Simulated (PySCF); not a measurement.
## Structure elucidation problem

An unknown has the formula C$_{2}$H$_{12}$O$_{2}$Si$_{4}$. Its calculated NMR data are:

$^{1}$H NMR (400 MHz, computed): δ 9.94 (s, 1H), 5.22 (s, 2H), 5.05 (s, 3H), 4.07 (s, 6H).

$^{13}$C{$^{1}$H} NMR (computed): δ 209.4, 37.4.

Theoretical values (PySCF 2.14): PBE0/pcSseg-1 with gauge-including orbitals, GFN2-xTB structure. Non-relativistic, fast rotation and ring inversion assumed for equivalent nuclei, one conformer, gas phase.

Shifts are taken against calculated references (same method and geometry level): TMS for $^{1}$H (σ = 31.72 ppm), $^{13}$C (σ = 186.93 ppm).

Q: Deduce the structure.

A: 
- Rings plus π bonds: 1 (no ring in the answer).
- 2 carbon signals for 2 carbons: no two carbons are equivalent.
- Carbon types of the structure: 1 × C, 1 × CH, leaving 11 H on heteroatoms.
- δC 209.4: aldehyde carbonyl carbon; low-lying n→π* states of the double bond to the heteroatom give a large paramagnetic term (-276 ppm).
- δC 37.4: fully substituted sp3 carbon bonded to 3 Si, α to a carbonyl; α to the electron-withdrawing carbonyl group.
- δH 9.94: hydrogen on an aldehyde carbonyl carbon; deshielded by the polar, anisotropic C=O bond.
- δH 5.22: hydrogen on a silicon bonded to C, O.
- δH 5.05: hydrogen on a silicon bonded to O.
- δH 4.07: hydrogen on a silicon bonded to C.

Structure: SMILES O=CC([SiH3])([SiH3])[SiH2]O[SiH3].

The shifts were computed for this structure.

Shifts are as computed. Against solution values, carbons near 30 ppm lie about +3 ppm off and those near 130 ppm about +5 ppm. Of 1211 compounds with measured shifts, 218 miss one by over three times the rms of a fit or turn the order of signals round; such compounds aren't used in these exercises. No couplings were computed; multiplicities are counted from neighbouring protons, with m where these are inequivalent, close in shift, in a saturated or five-membered ring or joined by F or P, and br s for small geminal =CH2 splittings.
